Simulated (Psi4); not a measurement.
## MP2, SCS-MP2 and SOS-MP2 from spin components

System: C$_{3}$H$_{7}$O (SMILES CC(C)=[OH+]), charge +1, singlet, geometry from GFN2-xTB. Level: Psi4 with MP2/cc-pVDZ. Sums are taken with unrounded values, so a last digit can differ.

Here is a job for Psi4.
```
memory 2 GB

molecule mol {
1 1
  O    -0.121965   -0.119431    1.327998
  C    -0.007982   -0.010990    0.068806
  C     0.073735    1.283612   -0.602300
  C     0.048491   -1.253400   -0.695854
  H    -0.322808    2.104262   -0.004943
  H     0.332738   -2.096634   -0.068232
  H    -0.402342    1.262464   -1.581957
  H     1.130510    1.502235   -0.797786
  H     0.692597   -1.168454   -1.569355
  H    -0.955880   -1.466878   -1.079958
  H    -0.184562    0.703124    1.854335
}

set basis cc-pvdz
set reference rhf
set freeze_core true

energy('mp2')
print_variables()
```

It gave an SCF energy of -192.307758 Eh, a same-spin correlation energy of -0.141634 Eh and an opposite-spin one of -0.445824 Eh.

Task: Work out the MP2, SCS-MP2 (6/5 and 1/3) and SOS-MP2 (1.3 and 0) correlation and total energies.

Result: MP2: -0.445824 + (-0.141634) = -0.587457 Eh, total -192.895215 Eh, as the program printed. SCS-MP2: 1.2 × (-0.445824) + (-0.141634)/3 = -0.582199 Eh, total -192.889958 Eh. SOS-MP2: 1.3 × (-0.445824) = -0.579571 Eh, total -192.887329 Eh. Opposite spins carry 76 % of the MP2 correlation; same-spin pairs are already kept apart by exchange.
